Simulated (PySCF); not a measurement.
The group X on silaethenyl-X is varied. All species are isolated molecules in the gas phase. One relaxed conformer stands for each flexible species; it need not be the lowest. Strings in code marks are SMILES.

These are PBE-D3(BJ)/def2-TZVP // PBE0-D3(BJ)/def2-TZVP run with PySCF values and carry that method's errors. All candidates: neutral, multiplicity 1. Excitations are Tamm–Dancoff values on a coarser integration grid. The basis has no diffuse functions, so Rydberg states are missing or too high.

```
Property               Result
-------------------  --------
HOMO                 -5.29 eV
T1 excitation (TDA)   2.89 eV
LUMO                 -1.67 eV
```

Q: Say which member has these values.
(A) `C=[SiH]O[SiH3]` (C–Si–O–Si torsion 1°)
(B) `C=[SiH]C=O` (C–Si–C–O torsion 0°)
(C) `C=[SiH]S` (C–Si–S–H torsion 1°)
(D) `C=[SiH]C(F)F` (C–Si–C–F torsion 11°)

A: C, `C=[SiH]S` (C–Si–S–H torsion 1°). The others give `C=[SiH]O[SiH3]` (C–Si–O–Si torsion 1°): -5.26 eV, 3.14 eV, -1.31 eV; `C=[SiH]C(F)F` (C–Si–C–F torsion 11°): -5.89 eV, 2.71 eV, -2.29 eV; `C=[SiH]C=O` (C–Si–C–O torsion 0°): -5.85 eV, 1.93 eV, -3.50 eV
